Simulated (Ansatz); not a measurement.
Geometry optimisation, RKS PBE0-D4/def2-SVP in Ansatz 0.2.0.

input.yaml

```yaml
crystal:
  periodic: [false, false, false]
  atoms:
    - { symbol: Ge, position_ang: [-1.053679, -0.269952, 0.466009] }
    - { symbol: H, position_ang: [1.638118, -0.088492, 0.996561] }
    - { symbol: H, position_ang: [1.570492, 0.539189, 0.650937] }
    - { symbol: C, position_ang: [-0.941793, 1.468405, -0.500963] }
    - { symbol: H, position_ang: [-1.94581, 1.663323, -0.916883] }
    - { symbol: H, position_ang: [-0.691914, 2.294105, 0.18364] }
    - { symbol: H, position_ang: [-0.236548, 1.441415, -1.343904] }
    - { symbol: Cl, position_ang: [-0.865165, -1.554293, -1.320797] }
basis:
  gaussian: { orbitals: def2-SVP }
hamiltonian:
  xc: pbe0
  dispersion: d4
relax:
  f_tol: 0.03
  max_steps: 50
```

Launched with:

```bash
$ ansatz run input.yaml --threads 2 --pin off --max-ram 3072MiB --backend cpu --events-out ev --progress --plain --runs-dir out
```

Task: Where does it end, and by what steps?

Result: The run converged. The force dipped under the threshold on the way, but the program's further checks kept it going. After 6 steps the energy has fallen by 0.040 eV; H3 moved furthest, 0.22 Å.

```tsv
step	energy less start (eV)	largest force component (eV/Å)	accepted
0	0.0000	1.518	yes
1	-0.0375	0.151	yes
2	-0.0382	0.018	yes
3	-0.0385	0.045	yes
4	-0.0388	0.108	yes
5	-0.0393	0.067	yes
6	-0.0402	0.006	yes
```

```xyz
8
Properties=species:S:1:pos:R:3
Ge -1.049 -0.252 0.470
H 1.606 -0.066 1.111
H 1.713 0.422 0.534
C -0.969 1.485 -0.499
H -1.963 1.637 -0.958
H -0.777 2.325 0.187
H -0.230 1.481 -1.313
Cl -0.857 -1.537 -1.319
```

Time of the run: 15 s on 2 threads of Arm Neoverse V2, with other jobs on the host, peak memory 0.18 GiB.
